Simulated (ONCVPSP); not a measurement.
Transferability test, ONCV potential for argon

* Element: argon (Ar)
* Generator: ONCVPSP 4.0.1
* Type: optimised norm-conserving Vanderbilt (ONCV)
* Functional: PBE
* Relativity: non-relativistic
* Frozen core: [Ne]
* Valence charge: 8
* Reference configuration: 3s2 3p5 (charge +1)
* Partial waves: 3s: rc 0.95 bohr, ncon 4, nbas 8, qcut 6.5 1/bohr, 3 projectors, debl 3.1 Ha; 3p: rc 1.00 bohr, ncon 4, nbas 7, qcut 9.7 1/bohr, 2 projectors, debl 1.3 Ha
* Local potential: polynomial inside 0.65 bohr (lpopt 5, dvloc0 0 Ha)
* Core correction: none

Energies are relative to the spin-unpolarised reference configuration 3s2 3p5; without spin polarisation the order of configurations can differ from experiment.

| valence configuration | charge | ΔE all-electron (eV) | error AE − PS (meV) |
| --- | --- | --- | --- |
| 3s2 3p6 | 0 | -16.074 | +0.9 |
| 3s1 3p6 | +1 | 14.357 | +0.3 |

Q: What are ΔE and the potential's error for 3s2 3p3?

A: ΔE = 71.257 eV all-electron; the error (AE − PS) is +26 meV.

Q: What are ΔE and the potential's error for 3s2 3p4?

A: ΔE = 28.671 eV all-electron; the error (AE − PS) is +3.9 meV.

Note: ghosts flagged at negative energy: s at -20832.6 eV, s at -307.1 eV, p at -178.3 eV; no localised positive-energy state flagged. A true bound ghost makes a file unfit for plane-wave use.
